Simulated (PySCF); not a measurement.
Si(F)(Cl)(Me)(OH) (CH₄ClFOSi), SMILES C[Si](O)(F)Cl. Coordinates come from a PBE0-D3(BJ)/def2-SVP optimisation. The values are those of a single conformer.

Computed equilibrium geometry at PBE0-D3(BJ)/def2-SVP (PySCF confirms it by a frequency run) as bond lengths and angles (one conformer of several):
Atoms: C1 Si2 O3 F4 Cl5 H6 H7 H8 H9. Bonded distances (Å): C1–Si2 1.838, C1–H6 1.100, C1–H7 1.100, C1–H8 1.100, Si2–O3 1.641, Si2–F4 1.619, Si2–Cl5 2.061, O3–H9 0.962. Bond angles (°): Si2–C1–H6 110.4, Si2–C1–H7 110.5, Si2–C1–H8 110.1, H6–C1–H7 108.6, H6–C1–H8 108.5, H7–C1–H8 108.7, C1–Si2–O3 109.7, C1–Si2–F4 110.5, C1–Si2–Cl5 111.8, O3–Si2–F4 109.5, O3–Si2–Cl5 110.2, F4–Si2–Cl5 105.0, Si2–O3–H9 118.1.
Charge 0, spin multiplicity 1.
